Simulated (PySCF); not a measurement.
**Exercise with solution: chemical shift, span and skew from a shielding tensor**

BBrH₃N, SMILES B(Br)N. Atoms are numbered in the order given.

```xyz
6

B     -0.6141     1.0708     0.0000
H     -1.7861     1.2434     0.0000
Br     0.0458    -0.7578     0.0000
N      0.2837     2.1210     0.0000
H      1.2833     1.9968     0.0000
H     -0.0164     3.0821     0.0000
```

The structure is a stationary point at B3LYP-D3(BJ)/def2-TZVP. One conformer was computed; it need not be the lowest.

GIAO shieldings from PySCF with PBE0/pcSseg-2, non-relativistic, no solvent. The symmetric part of the tensor of N4 has the principal values 43.6, 196.4, 203.4 ppm. The same nucleus in NH3 has σ = 263.3 ppm at this level (PySCF, at its B3LYP-D3(BJ)/def2-TZVP geometry). Without spin–orbit terms, shifts of atoms bonded to Cl or Br come out too high.

**Question.** Work out the isotropic shielding, the ¹⁵N shift against NH3, the span and the skew.

**Answer.** 
σ(iso) = (σ11 + σ22 + σ33)/3 = 147.8 ppm. δ = σ(ref) − σ(iso) = 263.3 − (147.8) = 115.5 ppm.
Span Ω = σ33 − σ11 = 159.8 ppm. Skew κ = 3(σ(iso) − σ22)/Ω = -0.91. Tumbling in solution averages the tensor to δ; in a static solid the shielding alone would spread this spin-1/2 line over Ω.
